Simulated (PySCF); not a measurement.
Electronic structure of Ga (gallium, neutral) at the UHF level

Configuration: [Ar] 3d10 4s1 4p1 4d1, one real determinant (an excited configuration). Calculation: PySCF 2.14, in x2c-TZVPPall with one added diffuse shell each of s, p, d type (7s6p5d1f, 57 functions); the spin-free X2C one-electron Hamiltonian (Gaussian nucleus).

- Total energy: -1941.838325 hartree
- One-electron energy: -2703.0952 hartree
- Hartree (Coulomb) energy: 835.7373 hartree
- Exchange energy: -74.4804 hartree
- ⟨S²⟩: 3.7515
- ⟨L²⟩: 8.024
- Sum of ⟨r⟩: 26.11 bohr
- Sum of ⟨r²⟩: 67.64 bohr²
- Traceless quadrupole moment −½Σ⟨3z² − r²⟩ along its main axis: 6.95 e·bohr²
- Langevin diamagnetic susceptibility: -53.6 ×10⁻⁶ cm³/mol

```csv
shell,electrons,mean orbital energy (eV),spread (eV),"rms radius, mean of both spins (bohr)"
1s α,1,-10446.3,0,0.0560
1s β,1,-10446.1,0,0.0560
2s α,1,-1346.1,0,0.235
2s β,1,-1345.9,0,0.235
2p α,3,-1168.0,0.011,0.211
2p β,3,-1168.0,0.126,0.211
3s α,1,-184.21,0,0.699
3s β,1,-183.73,0,0.699
3p α,3,-128.28,0.017,0.737
3p β,3,-128.06,0.370,0.737
3d α,5,-36.826,0.355,0.892
3d β,5,-36.676,0.421,0.892
4s α,1,-17.477,0,2.45
4p α,1,-9.676,0,3.11
4d α,1,-1.170,0,6.27
```

⟨L²⟩ = 8.02 against 12 for a pure F term, so this real determinant mixes terms. The outer electron is Rydberg-like, and this basis confines it to a smaller radius and binds it less than a complete one would.

Densities and radii are taken from the X2C orbitals without a picture-change correction, which distorts them close to the nucleus.

Spin-orbit constants ζ (cm⁻¹) from the X2C one-electron operator on these orbitals: bare nucleus, nucleus screened by l(l+1)(2l+1)/3 electrons, and screened by the Breit-Pauli mean field of the electrons.

| shell | bare | screened nucleus | mean field |
| --- | --- | --- | --- |
| 2p | 154100 | 144200 | 139600 |
| 3p | 19940 | 18660 | 17950 |
| 3d | 2078 | 1408 | 1290 |
| 4p | 853.8 | 798.8 | 761.4 |
| 4d | 9.664 | 6.547 | 5.132 |

To first order the Landé constant is A = 85.75 cm⁻¹, so the lowest level has J = 3/2 and lies 0.0638 eV below the centre of the term. This holds in LS coupling only.
